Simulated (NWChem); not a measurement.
System: TiCl4; SMILES [Cl][Ti]([Cl])([Cl])[Cl]

The following NWChem deck was run.

```
start job
memory heap 200 mb stack 900 mb global 1100 mb
geometry units angstroms noautosym nocenter noautoz
  Ti    -0.000043     0.000032    -0.000035
  Cl     1.496090    -0.944743     1.229784
  Cl    -1.479674     0.932942     1.258294
  Cl     0.930692     1.493815    -1.243165
  Cl    -0.947062    -1.482047    -1.244877
end
basis spherical
  * library def2-svpd
end
dft
  xc pbe0
  iterations 150
end
property
  response 1 0.0
end
task dft property
```

Geometry: optimised at PBE0/def2-SVP.

Static field.

Q: What results follow from this input? (PBE0/def2-SVPD.) Quantities: isotropic polarisability (bohr³); anisotropy (bohr³).

A: 
```
Item                              Result
--------------------------------  ------
isotropic polarisability (bohr³)    93.3
anisotropy (bohr³)                   0.0
```
